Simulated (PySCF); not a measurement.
Harmonic spectrum computed at PBE in the def2-TZVP basis family (core potentials from Rb on, PySCF, no spin–orbit coupling):

```csv
symmetry,ω (cm⁻¹),"IR (km/mol, summed over degenerate members)"
πu,702,570
σg+,1967,0.0
σu+,2183,227
```

Which molecule gave it? In each, all ligands are bound to the one heavy central atom.
A. H₂Se (singlet)
B. CrH₂ (quintet)
C. BeH₂ (singlet)
D. TiH₂ (triplet)
E. H₂O (singlet)

C. It has D∞h symmetry with Be–H 1.344 Å (×2).
